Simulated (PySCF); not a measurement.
**Radiative rates from a computed spectrum**

C₅H₉NO.
SMILES: `O[C@H]1C=NCCC1`

Computed with TDDFT wB97X-D/def2-SVPD, vertical, gas phase, core orbitals frozen in the response (PySCF 2.14.0, density-fitted response routines). One conformer (not necessarily the lowest) at the GFN2-xTB geometry, without solvent, vibrations or thermal averaging.

Computed singlets with f of 0.002 or more:

```csv
state,ν̃ (cm⁻¹),f
S1,37690,0.0021
S3,57340,0.033
S4,60330,0.0033
S5,62610,0.175
S6,63650,0.114
S8,66070,0.0028
```

Q: Turn these into Einstein A coefficients, radiative lifetimes, transition dipoles and integrated cross-sections.

A: Relations used (vacuum, state to state): A = 0.6670 f ν̃² s⁻¹ (ν̃ in cm⁻¹); τ = 1/A; f = (2/3) ΔE |μ|² in atomic units; ∫σ dE = 109.76 f Mb·eV.

```tsv
state	A (s⁻¹)	τ	|μ| (D)	∫σ dE (Mb·eV)
S1	2.0×10⁶	510 ns	0.34	0.23
S3	7.3×10⁷	14 ns	1.11	3.6
S4	8.1×10⁶	120 ns	0.34	0.37
S5	4.6×10⁸	2.2 ns	2.44	19
S6	3.1×10⁸	3.3 ns	1.95	12
S8	8.2×10⁶	120 ns	0.30	0.31
```

Leading configurations: S1 H→L (94%); S3 H-1→L (64%); S4 H→L+2 (78%); S5 H-2→L (63%); S6 H→L+3 (51%); S8 H-3→L (34%) (H = HOMO, L = LUMO).

Only emission to the ground state at the vertical energy is counted.

Q: What is the integrated cross-section of all computed states together?

A: Σf = 0.332 over S1 to S8, so 109.76 × Σf ≈ 36.4 Mb·eV.

Q: Which computed singlets stay under f = 0.002?

A: S2 (6.75 eV, f 0.0006) and S7 (8.11 eV, f 0.0018).

Q: How much energy does a mole of photons resonant with S5 carry?

A: 7.763 eV × 96.485 = 749 kJ/mol (179 kcal/mol).
